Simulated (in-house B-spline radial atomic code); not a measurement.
Mo. Computed with a B-spline radial atomic code. Model: non-relativistic spherical atom: semilocal Troullier-Martins pseudo-atom, one channel per l, against all electrons, high spin, G0W0 and RPA with empty states to l = 8, local potential for every l without a channel, a model core (radius 0 = none) keeps its share of the functional.

Without relativity these are model numbers for so heavy an element.

What the tables leave out is listed at the end.

The pseudopotential gives back the lowest level of each angular momentum of its own functional in the configuration it was made in; a second state of the same l is only approximately right. Exact exchange, RPA and GW see the smooth pseudo-orbitals and miss the exchange with the core, for which the functional's share stands in. The column with an uncorrelated core keeps all orbitals and exact exchange, and so separates missing core correlation from pseudisation. Only the three outermost levels and the lowest empty one were computed. RPA here is direct RPA, with no exchange kernel, and its energies carry an (l + 1/2)⁻⁴ tail. A hybrid on a potential with a model core restores only its own semilocal share of the core's exchange.

Command:
```bash
python run_psgw.py task.json out
```
Settings (lengths in bohr, energies in hartree):
```
Z                      42
electrons              42
configuration          [Kr] 4d5 5s1
generated_in           [Kr] 4d5 5s1
functional             pbe,pbe
core_shells            6
radius_factor          0.9
core_correction        False
ion_configuration      [Kr] 4d5
```

Time taken, with all properties: 98 s on 1 thread of Arm Neoverse N1, on a shared host.

Given: made with PBE; model core radius 0 bohr; local radius 0.967 bohr; mean-field start PBE.

Valence shells of the generating configuration: 4s, 4p, 4d, 5s.

Channel: s 0.92, p 0.98, d 1.233 (radii in bohr).

Computed: largest level miss in the spin-unpolarised generating configuration 0.08 eV; valence RPA correlation energy pseudo -0.81389 hartree; pseudo-atom RPA polarisability 57.978 bohr³; ionisation by mean-field all-electron 7.0479 eV; ionisation by mean-field pseudo minus all 0.12 eV; ionisation by RPA all-electron 7.3288 eV; ionisation by RPA pseudo minus all 0.082 eV.

| level | occupied | mean-field all-electron (eV) | mean-field pseudo minus all (eV) | G0W0 all-electron (eV) | G0W0 uncorrelated core minus all (eV) | G0W0 pseudo minus all (eV) | exchange self-energy all-electron (eV) | exchange self-energy pseudo (eV) |
| --- | --- | --- | --- | --- | --- | --- | --- | --- |
| 5s up | 1 | -4.2859 | -0.091 | -7.187 | 0.026 | -0.116 | -10.09 | -9.6537 |

What is the all-electron RPA polarisability, core included?

59.691 bohr³.

What is the valence RPA correlation energy all-electron orbitals?

-0.77286 hartree.

Given: mean-field start PBE0.

Computed: valence RPA correlation energy all-electron orbitals -0.72411 hartree; valence RPA correlation energy pseudo -0.76316 hartree; all-electron RPA polarisability, core included 50.887 bohr³; pseudo-atom RPA polarisability 49.387 bohr³; ionisation by RPA all-electron 7.1908 eV; ionisation by RPA pseudo minus all 0.088 eV.

```
          level  occupied  mean-field all-electron (eV)  mean-field pseudo minus all (eV)  G0W0 all-electron (eV)  G0W0 uncorrelated core minus all (eV)  G0W0 pseudo minus all (eV)  exchange self-energy all-electron (eV)  exchange self-energy pseudo (eV)
          5s up         1                         -4.81                            -0.096                 -7.1924                                  0.028                      -0.114                                 -9.9033                            -9.495
          4d up         1                       -6.1537                            -0.002                 -8.8313                                  0.069                      -0.077                                 -25.198                           -22.916
5s down (empty)         0                       -0.7975                            -0.059                -0.36437                                   0.02                      -0.022                                -0.95426                          -0.60044
```

What is the ionisation by mean-field all-electron?

6.7898 eV.

What is the ionisation by mean-field pseudo minus all?

0.116 eV.

Given: mean-field start Hartree-Fock.

Computed: valence RPA correlation energy pseudo -0.64856 hartree; all-electron RPA polarisability, core included 39.681 bohr³; pseudo-atom RPA polarisability 38.668 bohr³; ionisation by mean-field pseudo minus all 0.074 eV; ionisation by RPA all-electron 6.8506 eV; ionisation by RPA pseudo minus all 0.084 eV.

```json
{"level": "5s up", "occupied": "1", "mean-field all-electron (eV)": "-6.0691", "mean-field pseudo minus all (eV)": "-0.081", "G0W0 all-electron (eV)": "-6.9755", "G0W0 uncorrelated core minus all (eV)": "0.026", "G0W0 pseudo minus all (eV)": "-0.076", "exchange self-energy all-electron (eV)": "-9.1312", "exchange self-energy pseudo (eV)": "-8.7736"}
{"level": "4d up", "occupied": "1", "mean-field all-electron (eV)": "-9.7771", "mean-field pseudo minus all (eV)": "-0.046", "G0W0 all-electron (eV)": "-9.6968", "G0W0 uncorrelated core minus all (eV)": "0.08", "G0W0 pseudo minus all (eV)": "0.023", "exchange self-energy all-electron (eV)": "-25.5", "exchange self-energy pseudo (eV)": "-23.37"}
{"level": "4p down", "occupied": "1", "mean-field all-electron (eV)": "-42.802", "mean-field pseudo minus all (eV)": "0.306", "G0W0 all-electron (eV)": "-41.716", "G0W0 uncorrelated core minus all (eV)": "0.24", "G0W0 pseudo minus all (eV)": "0.405", "exchange self-energy all-electron (eV)": "-34.658", "exchange self-energy pseudo (eV)": "-28.755"}
```

What is the valence RPA correlation energy all-electron orbitals?

-0.61462 hartree.

What is the ionisation by mean-field all-electron?

5.8781 eV.

Among the listed levels the largest G0W0 shift of the pseudo-atom is +0.41 eV, for 4p down on the Hartree-Fock start, while leaving the core uncorrelated moves that level by +0.24 eV. The rest, +0.17 eV, comes from pseudisation and the lost core exchange. Not in the tables (levels of low weight, unsolved or above zero; the highest and the empty levels are kept at any weight): on PBE the G0W0 levels 4d up (pseudo minus all -0.08 eV, weights 0.55 and 0.55), 4p down (pseudo minus all +0.00 eV, weights 0.02 and 0.02); on PBE0 the G0W0 levels 4p down (pseudo minus all +0.17 eV, weights 0.71 and 0.70).
